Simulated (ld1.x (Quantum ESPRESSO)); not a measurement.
# Varying the TM potential for tin

Base potential:

| Item | Value |
| --- | --- |
| Element | tin |
| Generator | ld1.x (Quantum ESPRESSO) 7.5 |
| Type | norm-conserving Troullier–Martins (Kleinman–Bylander form) |
| Functional | PBE |
| Relativity | scalar-relativistic |
| Frozen core | [Kr] 4d10 |
| Valence charge | 4 |
| Reference configuration | 5s2 5p2 |
| Partial waves | 5s (bound): rc 1.85 bohr; 5p (bound): rc 2.05 bohr |
| Local potential | all-electron potential smoothed inside 1.60 bohr (lloc = -2) |
| Core correction | a·sin(br)/r model core inside 1.55 bohr |

All-electron outer shells of the reference configuration (PBE, scalar-relativistic, ld1.x):

```csv
shell,level (eV),outermost node (bohr),outermost maximum (bohr)
4p,-89.70,0.41,0.79
4d,-25.84,0.39,0.88
5s,-10.55,0.98,2.01
5p,-3.69,1.09,2.55
```

Cutoffs, loose and tight: the cutoffs (Ry, on a coarse ladder) from which the occupation-weighted sum of valence levels, in a spherical-Bessel basis at the reference potential, stays within 10 and 1 mRy of its value at 400 Ry. They do not see the model core or the augmentation charge, which bear on the density cutoff. Test errors are all-electron minus pseudo excitation energies from the reference, over the configurations 5s2 5p1; 5s2 5p0; 5s1 5p0; 5s1 5p3; 5s2 5p2.3; 5s1 5p2; 5s2 5p1.5. A dash means not determined; rows that change the core or the reference have their own tests.

| change | outcome | cutoff, loose | cutoff, tight | bound ghosts | largest test error (meV) |
| --- | --- | --- | --- | --- | --- |
| base | generated | 21 Ry | 40 Ry | none | -283 |
| core correction a·sin(br)/r model core inside 0.86 bohr | generated | 21 Ry | 40 Ry | none | -285 |
| core correction a·sin(br)/r model core inside 1.06 bohr | generated | 21 Ry | 40 Ry | none | -285 |
| core correction a·sin(br)/r model core inside 1.36 bohr | generated | 21 Ry | 40 Ry | none | -285 |
| core correction a·sin(br)/r model core inside 1.68 bohr | generated | 21 Ry | 40 Ry | none | -280 |
| core correction a·sin(br)/r model core inside 1.92 bohr | generated | 21 Ry | 40 Ry | none | -277 |
| core correction a·sin(br)/r model core inside 2.12 bohr | generated | 21 Ry | 40 Ry | none | -274 |

Task: What comes out with this change to the base: core correction none?

Result: outcome: generated; cutoff, loose: 21 Ry; cutoff, tight: 40 Ry; bound ghosts: none; largest test error (meV): +374.
